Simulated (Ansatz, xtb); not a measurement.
## Ranking isomers of C4H7BSSi

5 gas-phase structures of C4H7BSSi, from a drawn sample of its isomers (lower ones may exist). Each was relaxed with GFN2-xTB:

A. `Bc1ccsc1[SiH3]`, a singlet
B. `Bc1cscc1[SiH3]`, a singlet
C. `Bc1csc([SiH3])c1`, a singlet
D. `Bc1ccc([SiH3])s1`, a singlet
E. `Bc1sccc1[SiH3]`, a singlet

Problem. Which do you expect lowest at r2SCAN-D4/def2-SVP, and how would the others follow?

Solution. Calculated order at r2SCAN-D4/def2-SVP: D (0.0), E (6.2), C (16.7), A (17.5), B (21.5) kJ/mol. Less than 1 kcal/mol parts C and A; A and B, so the order within those pairs means little.

Energies above the lowest of each column, in kJ/mol; the last columns are at B3LYP-D3(BJ)/def2-SVP geometries:

```csv
structure,GFN2-xTB,HF/STO-3G,r2SCAN-D4/def2-SVP,B3LYP-D3(BJ)/def2-SVP,CCSD(T)/def2-SVP + ΔMP2/def2-TZVPP
D,0.0,0.0,0.0,0.0,0.0
E,0.3,4.0,6.2,5.7,5.5
C,8.7,6.7,16.7,14.2,12.0
A,9.5,10.9,17.5,15.5,13.5
B,8.1,9.5,21.5,18.6,16.6
```

Every level run on D puts it lowest or level with the lowest. Flexible structures stand in one conformer each, not always the lowest. ΔMP2 is the change of the MP2 energy from the smaller to the larger basis.

Over these structures GFN2-xTB departs from r2SCAN-D4/def2-SVP by 3.3 kJ/mol on average once a common shift is removed. A GFN2-xTB relaxation took about 0.34 s and the r2SCAN-D4/def2-SVP energy about 10 s on a shared host (Ansatz 0.2.0, xtb 6.7.1).
